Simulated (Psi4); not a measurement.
CH3O (SMILES C[O]), doublet, geometry from GFN2-xTB, with bond 5-1 at 1.25 times its length; Psi4 with HF/6-311G**.

Here is a job for Psi4.
```
memory 2 GB

molecule mol {
0 2
  C     0.007376   -0.542581   -0.035516
  O    -0.023996    0.767211    0.026174
  H     1.056498   -0.912751    0.044622
  H    -0.435222   -0.988122    0.886279
  H    -0.593791   -1.091017   -1.150113
}

set basis 6-311g**
set reference uhf
set stability_analysis follow
set scf_type pk

energy('scf')
print_variables()
```

It wrote (shortened):

```
   => Loading Basis Set <=

    Name: 6-311G**
    Role: ORBITAL
    Keyword: BASIS

         ---------------------------------------------------------
                                   SCF
               by Justin Turney, Rob Parrish, Andy Simmonett
                          and Daniel G. A. Smith
                              UHF Reference
         ---------------------------------------------------------

  ==> Geometry <==

    Molecular point group: c1
    Full point group: C1

    Geometry (in Angstrom), charge = 0, multiplicity = 2:

       Center              X                  Y                   Z               Mass
    ------------   -----------------  -----------------  -----------------  -----------------
         C            0.016003201562    -0.631083363586    -0.028150419523    12.000000000000
         O           -0.015368798438     0.678708636414     0.033539580477    15.994914619570
         H            1.065125201562    -1.001253363586     0.051987580477     1.007825032230
         H           -0.426594798438    -1.076624363586     0.893644580477     1.007825032230
         H           -0.585163798438    -1.179519363586    -1.142747419523     1.007825032230

  Running in c1 symmetry.

  Rotational constants: A =      4.47586  B =      0.97598  C =      0.93257 [cm^-1]
  Rotational constants: A = 134182.90369  B =  29259.05542  C =  27957.61191 [MHz]
  Nuclear repulsion =   34.287881728599658

  Charge       = 0
  Multiplicity = 2
  Electrons    = 17
  Nalpha       = 9
  Nbeta        = 8

  ==> Algorithm <==

  SCF Algorithm Type is PK.
  DIIS enabled.
  MOM disabled.
  Fractional occupation disabled.
  Guess Type is SAD.
  Energy threshold   = 1.00e-06
  Density threshold  = 1.00e-06
  Integral threshold = 1.00e-12

  ==> Primary Basis <==

  Basis Set: 6-311G**
    Blend: 6-311G**
    Number of shells: 28
    Number of basis functions: 54
    Number of Cartesian functions: 56
    Spherical Harmonics?: true
    Max angular momentum: 2

  ==> Integral Setup <==

  Using in-core PK algorithm.
   Calculation information:
      Number of atoms:                   5
      Number of AO shells:              28
      Number of primitives:             52
      Number of atomic orbitals:        56
      Number of basis functions:        54

      Integral cutoff                 1.00e-12
      Number of threads:                 1

  Performing in-core PK
  Using 2206710 doubles for integral storage.
  We computed 82546 shell quartets total.
  Whereas there are 82621 unique shell quartets.

  ==> DiskJK: Disk-Based J/K Matrices <==

    J tasked:                  Yes
    K tasked:                  Yes
    wK tasked:                  No
    Schwarz Cutoff:          1E-12

  Minimum eigenvalue in the overlap matrix is 1.0207977786E-02.
  Reciprocal condition number of the overlap matrix is 1.9336107442E-03.
    Using symmetric orthogonalization.

  ==> Pre-Iterations <==

  SCF Guess: Superposition of Atomic Densities via on-the-fly atomic UHF (no occupation information).

   -------------------------
    Irrep   Nso     Nmo
   -------------------------
     A         54      54
   -------------------------
    Total      54      54
   -------------------------

  ==> Iterations <==

                        Total Energy        Delta E     RMS |[F,P]|

   @UHF iter SAD:  -113.58613685513069   -1.13586e+02   0.00000e+00
   @UHF iter   1:  -114.27070860735559   -6.84572e-01   7.17534e-03 DIIS/ADIIS
   @UHF iter   2:  -114.35438452351542   -8.36759e-02   5.78457e-03 DIIS/ADIIS
   @UHF iter   3:  -114.39380173608401   -3.94172e-02   1.51181e-03 DIIS/ADIIS
   @UHF iter   4:  -114.40706491859866   -1.32632e-02   6.97907e-04 DIIS/ADIIS
   @UHF iter   5:  -114.41035430865838   -3.28939e-03   2.43530e-04 DIIS/ADIIS
   @UHF iter   6:  -114.41064781498159   -2.93506e-04   9.38880e-05 DIIS
   @UHF iter   7:  -114.41068452026249   -3.67053e-05   3.27633e-05 DIIS
[...]
    Wavefunction unstable!
[...]
    Lowest UHF->UHF stability eigenvalues:
       A -0.004055

    Rotating orbitals by 0.5 * pi / 2 radians along unstable eigenvector.
    Running SCF again with the rotated orbitals.
   @UHF iter  13:  -114.37185188755588   -1.14372e+02   5.90948e-03 DIIS/ADIIS
   @UHF iter  14:  -114.41106383302156   -3.92119e-02   1.36086e-03 DIIS/ADIIS
   @UHF iter  15:  -114.41490560955422   -3.84178e-03   3.45752e-04 DIIS/ADIIS
   @UHF iter  16:  -114.41552069732020   -6.15088e-04   1.65822e-04 DIIS/ADIIS
   @UHF iter  17:  -114.41571977627980   -1.99079e-04   1.12293e-04 DIIS/ADIIS
   @UHF iter  18:  -114.41582979937817   -1.10023e-04   7.52518e-05 DIIS
   @UHF iter  19:  -114.41592043579749   -9.06364e-05   3.12727e-05 DIIS
   @UHF iter  20:  -114.41593225065009   -1.18149e-05   1.81708e-05 DIIS
   @UHF iter  21:  -114.41593633959063   -4.08894e-06   8.24214e-06 DIIS
   @UHF iter  22:  -114.41593703646598   -6.96875e-07   6.50751e-06 DIIS
   @UHF iter  23:  -114.41593751707353   -4.80608e-07   6.24746e-06 DIIS
   @UHF iter  24:  -114.41593812563156   -6.08558e-07   6.10503e-06 DIIS
   @UHF iter  25:  -114.41594001797091   -1.89234e-06   5.75862e-06 DIIS
   @UHF iter  26:  -114.41594566907771   -5.65111e-06   4.50279e-06 DIIS
   @UHF iter  27:  -114.41595128473516   -5.61566e-06   2.79870e-06 DIIS
   @UHF iter  28:  -114.41595177210297   -4.87368e-07   1.55797e-06 DIIS
   @UHF iter  29:  -114.41595225330813   -4.81205e-07   1.09446e-06 DIIS
   @UHF iter  30:  -114.41595226692530   -1.36172e-08   3.47597e-07 DIIS
    Wavefunction stable under totally symmetric rotations.
    Lowest totally symmetric eigenvalue: 0.006536
    Lowest UHF->UHF stability eigenvalues:
       A 0.006536

    Stability analysis over.

  ==> Post-Iterations <==

   @Spin Contamination Metric:   1.012036370E-02
   @S^2 Expected:                7.500000000E-01
   @S^2 Observed:                7.601203637E-01
   @S   Expected:                5.000000000E-01
   @S   Observed:                5.000000000E-01

    Orbital Energies [Eh]
    ---------------------

    Alpha Occupied:

[...]
    Alpha Virtual:

[...]
    Beta Occupied:

[...]
    Beta Virtual:

[...]
      54A     51.516930

    Final Occupation by Irrep:
              A
    DOCC [     8 ]
    SOCC [     1 ]
    NA   [     9 ]
    NB   [     8 ]

  @UHF Final Energy:  -114.41595226692530

   => Energetics <=

    Nuclear Repulsion Energy =             34.2878817285996575
    One-Electron Energy =                -223.8680310627357528
    Two-Electron Energy =                  75.1641970672107789
    Total Energy =                       -114.4159522669253022

  UHF NO Occupations:
  HONO-2 :    7  A 1.9984319
  HONO-1 :    8  A 1.9976597
  HONO-0 :    9  A 1.0000000
  LUNO+0 :   10  A 0.0023403
  LUNO+1 :   11  A 0.0015681
  LUNO+2 :   12  A 0.0005042
  LUNO+3 :   13  A 0.0003626

Computation Completed

Properties will be evaluated at   0.000000,   0.000000,   0.000000 [a0]

Properties computed using the SCF density matrix

 Multipole Moments:

 ------------------------------------------------------------------------------------
     Multipole            Electronic (a.u.)      Nuclear  (a.u.)        Total (a.u.)
 ------------------------------------------------------------------------------------

 L = 1.  Multiply by 2.5417464519 to convert [e a0] to [Debye]
 Dipole X            :          0.0837921            0.0499557            0.1337478
 Dipole Y            :          2.4161525           -3.0504492           -0.6342967
 Dipole Z            :          0.3648780           -0.1846284            0.1802496
 Magnitude           :                                                    0.6728378

 ------------------------------------------------------------------------------------

  Variable Map:
  ----------------------------------------------------------------------------
[...]
  Array Variable Map:
  ----------------------------------------------------------------------------
[...]
[...]
```
